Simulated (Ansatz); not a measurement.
Gas-phase electronic energies from Ansatz, PBE0-D4/def2-TZVP geometries. CBS: MP2 limit from def2 TZ/QZ plus the TZ coupled-cluster correction, frozen cores. This one scheme is used for every species. DFT in def2-TZVPP. One conformer a species, not always the lowest.

`F[Si](S)(Cl)Cl` + CH₃OH → `CO[Si](F)(S)Cl` + HCl  (ligand exchange at the Si–Cl bond)

`F[Si](S)(Cl)Cl`:

Cartesian coordinates in Å:
```
F 0.145 0.712 1.584
Si 0.260 0.338 0.052
S -0.107 -1.703 -0.276
Cl 2.151 0.714 -0.554
Cl -1.056 1.540 -0.914
H -1.393 -1.601 0.109
```

CH₃OH:

Cartesian coordinates in Å:
```
C 0.150 -0.160 -0.281
O -0.033 0.177 1.075
H 0.998 -0.843 -0.328
H 0.383 0.715 -0.901
H -0.723 -0.670 -0.707
H -0.775 0.781 1.142
```

`CO[Si](F)(S)Cl`:

Cartesian coordinates in Å:
```
C -0.795 -0.404 1.436
O -1.040 -0.098 0.076
Si 0.043 0.419 -0.996
F -0.773 0.790 -2.296
S 1.451 -1.108 -1.362
Cl 0.976 2.125 -0.384
H 0.001 -1.147 1.537
H -1.716 -0.811 1.854
H -0.517 0.495 1.991
H 2.370 -0.261 -1.855
```

HCl:

Z-matrix (Å, degrees):
```
Cl
H 1 1.279
```

| level | ΔE (kJ/mol) |
| --- | --- |
| r2SCAN-D4 | -19.5 |
| PBE0 | -12.2 |
| MP2/def2-TZVPP | -22.1 |
| MP2/CBS(def2) | -18.1 |

What does CCSD(T)/CBS give? (Best estimate.)

The calculation gave: -22.1 kJ/mol. The listed levels differ from it by 2.6, 9.9, 0.0, 4.0 kJ/mol.

Largest T1 diagnostic among the species: 0.011.

The D4 term adds −3.5 kJ/mol with B3LYP and −2.4 kJ/mol with PBE0; it sums over pairs of atoms, weighted by their polarisabilities, and B3LYP, whose exchange is more repulsive, gets the larger term.

B3LYP here is the variant with VWN-RPA as its local correlation; programs differ in this.
